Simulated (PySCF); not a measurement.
M06-2X on Fe⁻ (iron, charge -1), [Ar] 3d7 4s2, high-spin 4F determinant. All numbers are calculated (PySCF 2.14, the non-relativistic Hamiltonian (point nucleus), in aug-cc-pVDZ (7s6p4d2f, 59 functions)).

```
cycle= 1 E= -1263.6456306872  delta_E= -0.00772  |g|= 0.0857  |ddm|= 0.636
cycle= 2 E= -1263.64516033242  delta_E= 0.00047  |g|= 0.129  |ddm|= 0.503
cycle= 3 E= -1263.6500065564  delta_E= -0.00485  |g|= 0.0151  |ddm|= 0.211
cycle= 4 E= -1263.65070796376  delta_E= -0.000701  |g|= 0.00401  |ddm|= 0.185
cycle= 5 E= -1263.65073437534  delta_E= -2.64e-05  |g|= 0.00238  |ddm|= 0.0515
cycle= 6 E= -1263.650747605  delta_E= -1.32e-05  |g|= 0.000293  |ddm|= 0.0269
cycle= 7 E= -1263.65074784186  delta_E= -2.37e-07  |g|= 0.000146  |ddm|= 0.00512
cycle= 8 E= -1263.65074790091  delta_E= -5.91e-08  |g|= 3.26e-05  |ddm|= 0.00291
cycle= 9 E= -1263.65074790738  delta_E= -6.47e-09  |g|= 1.09e-05  |ddm|= 0.000801
cycle= 10 E= -1263.65074790768  delta_E= -3.03e-10  |g|= 6.58e-06  |ddm|= 8.01e-05
converged SCF energy = -1263.65074790768  <S^2> = 3.7858779  2S+1 = 4.0178989
```

Highest occupied orbital energy: 0.006 eV; ⟨L²⟩ = 12.01; populations by l: s 8.00, p 12.00, d 7.00, f 0.00.

Question: Can this result be used?

Answer: With care. Self-consistency was reached. At M06-2X the highest occupied level has a positive energy, so only the finite basis holds that electron; in a semilocal or global hybrid functional this comes from self-interaction and does not mean that the real anion is unbound.
